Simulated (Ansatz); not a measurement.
Start from `CN[SiH](N)[SiH3]` and change one atom or group to get `N[SiH]([SiH3])[SeH]`.

Ansatz, PBE0-D4/def2-TZVP geometries, multiplicity 1. Each molecule was computed in one conformer, which needn't be the lowest.

Scalar relativity is left out up to krypton.

```json
{"property": "HOMO energy (PBE/def2-TZVPP) / eV", "`CN[SiH](N)[SiH3]`": "-5.23"}
{"property": "HOMO energy (PBE0/def2-TZVPP) / eV", "`CN[SiH](N)[SiH3]`": "-6.46"}
{"property": "LUMO energy (PBE/def2-TZVPP) / eV", "`CN[SiH](N)[SiH3]`": "-0.51"}
{"property": "LUMO energy (ωB97M-V/def2-TZVPP) / eV", "`CN[SiH](N)[SiH3]`": "1.95"}
{"property": "HOMO energy (ωB97M-V/def2-TZVPP) / eV", "`CN[SiH](N)[SiH3]`": "-8.65"}
{"property": "LUMO energy (PBE0/def2-TZVPP) / eV", "`CN[SiH](N)[SiH3]`": "0.33"}
```

What does the change do to each property? (An estimate is asked.)

The calculation gave: 
```json
{"property": "HOMO energy (PBE/def2-TZVPP) / eV", "`N[SiH]([SiH3])[SeH]`": "-5.68", "shift": "-0.45"}
{"property": "HOMO energy (PBE0/def2-TZVPP) / eV", "`N[SiH]([SiH3])[SeH]`": "-6.79", "shift": "-0.33"}
{"property": "LUMO energy (PBE/def2-TZVPP) / eV", "`N[SiH]([SiH3])[SeH]`": "-1.12", "shift": "-0.61"}
{"property": "LUMO energy (ωB97M-V/def2-TZVPP) / eV", "`N[SiH]([SiH3])[SeH]`": "1.43", "shift": "-0.52"}
{"property": "HOMO energy (ωB97M-V/def2-TZVPP) / eV", "`N[SiH]([SiH3])[SeH]`": "-8.89", "shift": "-0.24"}
{"property": "LUMO energy (PBE0/def2-TZVPP) / eV", "`N[SiH]([SiH3])[SeH]`": "-0.30", "shift": "-0.63"}
```

With PBE0 the HOMO falls by 0.33 eV and the LUMO falls by 0.63 eV, so the gap narrows by about 0.30 eV. PBE moves the HOMO by -0.45 eV and ωB97M-V by -0.24 eV.

Spin–orbit coupling is left out; it splits and shifts lone-pair levels of the heavy atoms by tenths of an eV.
